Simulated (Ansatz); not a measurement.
Geometry optimisation, UKS PBE0-D4/def2-SVP (Ansatz 0.2.0).

Input:

```yaml
crystal:
  periodic: [false, false, false]
  atoms:
    - { symbol: S, position_ang: [-2.1391, -0.4393, 0.133] }
    - { symbol: C, position_ang: [-0.5604, -0.372, 0.064] }
    - { symbol: B, position_ang: [0.6786, 0.3929, -0.096] }
    - { symbol: O, position_ang: [0.7734, -1.0534, 0.1175] }
    - { symbol: H, position_ang: [1.2974, 1.3981, -0.2599] }
magnetization:
  spin_polarized: true
basis:
  gaussian: { orbitals: def2-SVP }
hamiltonian:
  xc: pbe0
  dispersion: d4
relax:
  f_tol: 0.02
  max_steps: 40
```

Run as:

```bash
$ ansatz run input.yaml --threads 1 --pin off --max-ram 2048MiB --backend cpu --events-out ev --progress --plain --runs-dir out
```

Q: Where does it end, and by what steps?

A: The forces met the threshold. After 6 steps the energy has fallen by 0.641 eV; S1 moved furthest, 0.29 Å.

| step | energy less start (eV) | largest force component (eV/Å) | accepted |
| --- | --- | --- | --- |
| 0 | 0.0000 | 2.814 | yes |
| 1 | -0.3585 | 1.709 | yes |
| 2 | -0.6163 | 1.610 | yes |
| 3 | -0.6224 | 1.335 | yes |
| 4 | -0.6402 | 0.143 | yes |
| 5 | -0.6404 | 0.086 | yes |
| 6 | -0.6407 | 0.016 | yes |

```xyz
5
Properties=species:S:1:pos:R:3
S -2.139 -0.725 0.174
C -0.640 -0.209 0.044
B 0.679 0.465 -0.103
O 0.609 -0.879 0.097
H 1.542 1.274 -0.253
```

The run took 26 s on 1 thread of Arm Neoverse V1 (shared host), peak memory 0.17 GiB.
